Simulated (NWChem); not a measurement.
# CH5FOSi2; SMILES C([SiH3])([SiH2]F)=O

```xyz
10

O     -1.8013    -0.8415    -0.0015
C     -0.6509    -0.4510     0.0047
Si     0.8550    -1.6879    -0.0010
Si    -0.3983     1.4659     0.0195
F      1.2067     1.7535     0.0176
H      1.6858    -1.4185     1.2109
H      0.3493    -3.0893    -0.0004
H      1.6758    -1.4165    -1.2194
H     -1.0009     2.0592    -1.2043
H     -0.9941     2.0389     1.2562
```
Atoms are numbered in this order, from 1.

Level: PBE0/def2-SVP (NWChem), optimised geometry, unscaled harmonic frequencies. 

```csv
frequency (cm⁻¹),IR intensity (km/mol)
58,3.8
78,6.1
83,0.1
247,27.4
288,16.9
310,0.1
426,0.4
488,2.1
582,14.3
708,92.9
725,8.7
837,38.2
850,263.4
914,63.4
924,172.1
929,31.7
929,7.3
956,129.9
1759,98.2
2232,42.9
2243,75.8
2262,108.0
2265,50.1
2278,113.1
```

```
Quantity                                                                            Value
-----------------------------------------------------------------------  ----------------
zero-point energy                                                           33.4 kcal/mol
thermal correction to the enthalpy at 298.15 K (with zero-point energy)     38.9 kcal/mol
heat capacity Cv                                                         25.8 cal/(mol K)
entropy at 298.15 K and 1 atm (symmetry number 1)                        88.0 cal/(mol K)
dipole moment                                                                      0.56 D
```

Rigid rotor and harmonic oscillator; modes under 100 cm⁻¹ make the entropy uncertain.
